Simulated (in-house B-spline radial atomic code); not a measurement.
# Ionising Ga II (Ga+) with different functionals

Computed with a B-spline radial code for spherical atoms: non-relativistic Hamiltonian, point nucleus, spin-polarised at highest spin, spherical fractional occupations for the functionals, and exact exchange of hybrids averaged over the configuration. The ionisation energy is the difference of two self-consistent energies, [Ar] 3d10 4s2 → [Ar] 3d10 4s1, without Breit or QED terms; ε is the level of the shell that loses the electron (its least bound occupied spin orbital). There is no spin-orbit coupling in this Hamiltonian.

```json
{"method": "PBE0", "rung": "global hybrid", "ΔSCF (eV)": "20.10", "-ε(4s) (eV)": "16.92"}
{"method": "B3LYP", "rung": "global hybrid", "ΔSCF (eV)": "20.50", "-ε(4s) (eV)": "16.93"}
{"method": "TPSSh", "rung": "global hybrid", "ΔSCF (eV)": "20.05", "-ε(4s) (eV)": "16.35"}
{"method": "M06-2X", "rung": "global hybrid", "ΔSCF (eV)": "20.12", "-ε(4s) (eV)": "17.19"}
{"method": "BHandHLYP", "rung": "global hybrid", "ΔSCF (eV)": "20.02", "-ε(4s) (eV)": "17.82"}
{"method": "r2SCAN0", "rung": "global hybrid", "ΔSCF (eV)": "19.96", "-ε(4s) (eV)": "17.14"}
{"method": "B97-1", "rung": "global hybrid", "ΔSCF (eV)": "20.37", "-ε(4s) (eV)": "16.71"}
{"method": "HSE06", "rung": "range-separated hybrid", "ΔSCF (eV)": "20.16", "-ε(4s) (eV)": "16.62"}
{"method": "wB97X", "rung": "range-separated hybrid", "ΔSCF (eV)": "20.40", "-ε(4s) (eV)": "19.44"}
{"method": "CAM-B3LYP", "rung": "range-separated hybrid", "ΔSCF (eV)": "20.45", "-ε(4s) (eV)": "18.44"}
{"method": "LC-wPBE", "rung": "range-separated hybrid", "ΔSCF (eV)": "20.02", "-ε(4s) (eV)": "19.64"}
```

(1) Among the functionals, which spreads more, the ΔSCF values or the orbital energies?

(2) How do they compare with the NIST value?

Answers

(1) The orbital energies: ΔSCF values span about 0.54 eV and the orbital energies 3.28 eV; here energy differences depend much less on the functional than eigenvalues do.

(2) NIST lists 20.515 eV (measured, ground level to ground level). Errors run from -0.56 to -0.01 eV; B3LYP is closest (-0.01 eV), but part of that can be cancellation, since the calculations leave out relativity, Breit-QED terms.
